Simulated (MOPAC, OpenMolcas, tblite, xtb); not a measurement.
## How methods differ on AlH2BrO (SMILES [OH][AlH][Br])

AlH2BrO has 5 atoms, charge 0, and is taken as a singlet. As SMILES, `[OH][AlH][Br]`. The shape comes from GFN2-xTB, which is rough for such elements, and wasn't checked as a minimum. This is one conformer, not always the lowest.

```xyz
5

O    -1.0604   -0.3243   -0.4221
Al    0.3513    0.2582    0.1612
Br    2.1303   -1.0420    0.6090
H    -1.8911   -0.6294   -0.7600
H     0.4700    1.7375    0.4118
```

Each level gives the dipole moment (D). The values are calculated.

```csv
level,kind,program,value (D),CPU time
PM6,semi-empirical,MOPAC,2.20,under 2 s
PM7,semi-empirical,MOPAC,2.96,under 2 s
GFN1-xTB,semi-empirical,tblite,2.79,under 2 s
GFN0-xTB,semi-empirical,xtb,2.27,under 2 s
HF/STO-3G,Hartree–Fock,OpenMolcas,2.97,1.9 s
HF/3-21G,Hartree–Fock,OpenMolcas,3.12,2.1 s
HF/6-31G,Hartree–Fock,OpenMolcas,2.96,4 s
HF/def2-SVP,Hartree–Fock,OpenMolcas,2.42,4.8 s
PBE/cc-pVTZ,GGA,OpenMolcas,2.12,60 s
r2SCAN/cc-pVDZ,meta-GGA,OpenMolcas,2.22,20 s
```

All-electron rows without a relativistic Hamiltonian named are non-relativistic. The values span 2.12 to 3.12 D. Sets without polarisation functions give poor dipoles. Without the sets that lack polarisation functions the rows with a basis span only 2.12 to 2.42 D. Times are those of the runs behind each value, whatever else they computed, on shared processors of several kinds: orders of magnitude only.
